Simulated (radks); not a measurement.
Excited configurations of Ga IV: one electron is placed in a higher orbital outside [Ar] 3d9. The ground configuration is [Ar] 3d10. Method: scalar-relativistic Kohn-Sham, PBE, spin-polarised, spherical densities, finite nucleus; open shells are filled with parallel spins first; Fermi nuclear charge, rms radius 3.9973 fm; computed with a radial shooting solver on a logarithmic mesh with Libxc functionals. Excitation = E - E(ground); binding = E(ion) - E, where the ion is the core of charge +4; n* = 4/sqrt(2 binding) in atomic units, and the quantum defect is n - n*.

outer orbital  excitation (eV)  binding (eV)  quantum defect  eigenvalue (eV)  <r> (bohr)
4s                      17.901        45.653           1.816          -40.224       1.888
6s                      50.873        12.681           1.857          -11.448       6.612
6p                      52.420        11.134           1.578          -10.011       7.313
6f                      56.978         6.576           0.246           -5.846       11.26
7f                      58.683         4.870           0.314           -4.377       15.80

The Delta-SCF ionisation energy is 63.554 eV (NIST Atomic Spectra Database: 63.24 eV, measured). Self-interaction in the functional shifts the binding energies and quantum defects, so they are the method's values and not measured ones. Open shells are spherical and high-spin; term and fine-structure splittings are not resolved.
